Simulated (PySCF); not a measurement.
Zn(SiMe3)(GeH3), SMILES [Si](C)(C)(C)[Zn][GeH3], singlet (GFN2-xTB optimised geometry):

```
18

Zn    -0.765    -0.697     0.000
Si    -2.000     1.401    -0.027
C     -3.276     1.482    -1.457
C     -0.857     2.928    -0.240
C     -2.988     1.690     1.592
H     -3.807     2.430    -1.450
H     -2.797     1.384    -2.428
H     -4.018     0.693    -1.378
H     -0.305     2.888    -1.175
H     -0.131     3.001     0.565
H     -1.436     3.848    -0.242
H     -2.332     1.753     2.456
H     -3.697     0.887     1.779
H     -3.552     2.617     1.543
Ge     0.486    -2.857     0.000
H      0.296    -3.833    -1.143
H      2.000    -2.857     0.000
H      0.295    -3.848     1.129
```

Calculation: B3LYP/def2-SVP (PySCF 2.14.0).

### Question
What are the frontier orbital energies and the dipole moment?

### Answer
HOMO-2 -8.24 eV, HOMO-1 -8.24 eV, HOMO -6.35 eV, LUMO -0.83 eV, LUMO+1 -0.82 eV; dipole moment 2.53 D.

Meta-Löwdin charges at B3LYP/def2-SVP: Zn1 0.83, Si2 0.32, C3 -0.52, C4 -0.52, C5 -0.52, H6 0.10, H7 0.10, H8 0.10, H9 0.10, H10 0.10, H11 0.10, H12 0.10, H13 0.10, H14 0.10, Ge15 -0.34, H16 -0.06, H17 -0.06, H18 -0.06.
